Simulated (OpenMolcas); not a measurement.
# Hf²⁺: from CASSCF to CASPT2

```
Program             : OpenMolcas 26.06
Basis               : ANO-R1 [7s5p4d2f]
Scalar Hamiltonian  : X2C, finite nucleus
Active space        : 2 electrons in 5 orbitals (5d)
State averaging     : 2S+1 = 3 even, 10 roots; 2S+1 = 1 even, 15 roots
Spin-orbit coupling : state interaction with AMFI integrals over the reference wave functions, term energies averaged over their components
```

Methods on the same reference wave functions:
A. CASSCF
B. SS-CASPT2, IPEA 0.25 Eh, imaginary shift 0.1 Eh (closed shells correlated: 5s 5p)
C. XMS-CASPT2, IPEA 0.25 Eh, imaginary shift 0.1 Eh (closed shells correlated: 5s 5p)

Energies in eV above 5d2 3F2.

```
         Level       A       B       C
       5d2 3F2  0.0000  0.0000  0.0000
       5d2 3F3  0.3864   0.410   0.396
       5d2 3F4  0.7683   0.789   0.775
5d2 1D2 [62 %]  1.3137   1.064   1.171
       5d2 3P0  1.3144   1.199   1.175
       5d2 3P1  1.5087   1.423   1.384
5d2 3P2 [66 %]  1.9306   1.781   1.794
       5d2 1G4  2.0080   1.937   1.924
       5d2 1S0  4.2613   3.461   3.747
```

Between B and C the level of the table that moves most is 5d2 1S0, by 2300 cm-1 (lowest in B, highest in C). Moves below CASPT2's spread within the term are not significant.

From A to B the spin-free energies of the other terms of 5d2 shown, above 3F, scale by factors of 0.62 to 0.93.

The lowest spin-free term lies below A's lowest term by 0.075 hartree in B, 0.077 hartree in C.

CASPT2 breaks the degeneracy within a term, and the mean is taken; among the terms shown or strongly mixed into the levels shown the widest spread is 460 cm-1 (5d2 1G, C). Configurations with an s electron lie low in 5d ions of this charge, fall among these levels and mix in, so low-spin terms can stand far too high, up to twice their true height, and weights are not those of the real levels. Without dynamic correlation excited terms often stand tens of per cent too high (terms of higher spin than the ground term too low), and those without a measured partner can miss by more than the paired ones (holds for A). Only configurations of the active space appear.

A share in square brackets marks a mixed level and gives the weight of the term that names it, the lowest over the columns.
